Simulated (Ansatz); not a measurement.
dimethyl telluride (C2H6Te), singlet, at a GFN2-xTB geometry (all electrons, no relativity); HF/STO-3G (Ansatz, an electronic-structure program).

Input for Ansatz:
Ansatz 0.2 input:
```yaml
crystal:
  periodic: [false, false, false]
  atoms:
    - {symbol: C, position_ang: [1.51403960, -0.61814695, 0.97361016]}
    - {symbol: Te, position_ang: [0.01637111, 0.19648656, -0.35400888]}
    - {symbol: C, position_ang: [-1.60205503, -0.43829160, 0.92933228]}
    - {symbol: H, position_ang: [1.38011691, -1.68745138, 1.07645886]}
    - {symbol: H, position_ang: [2.48866467, -0.41855255, 0.54994310]}
    - {symbol: H, position_ang: [1.44343271, -0.14926988, 1.94678120]}
    - {symbol: H, position_ang: [-1.59498997, -1.51573359, 1.03418433]}
    - {symbol: H, position_ang: [-2.53486000, -0.12860379, 0.47856174]}
    - {symbol: H, position_ang: [-1.50556944, 0.02094119, 1.90487761]}
basis:
  gaussian:
    orbitals: STO-3G
hamiltonian:
  xc: hf
```

What the program printed (banner, timings and long lists left out):

```
Functional definition: HF
509 factors; integrals over basis functions are off by at most 5.6e-5 eV
mean field evaluation 1: about -180286.1720 eV, gradient 1.5e1 eV
mean field evaluation 2: about -180286.2337 eV, gradient 1.5e1 eV
mean field evaluation 4: about -180287.3561 eV, gradient 1.0e0 eV
mean field evaluation 8: about -180287.3630 eV, gradient 6.6e-6 eV
mean field -180287.36300207 eV, -6625.4383871623 hartree, gradient 2.0e-5 eV, S^2 0.000000; 0 other end points of the search recorded, 0 dependent functions left out
reference -180287.36300207 eV, -6625.4383871623 hartree; 35, 35 occupied and 8, 8 virtual orbitals, 509 factors
Total energy: -180287.36300207 eV, -6625.4383871623 hartree
```
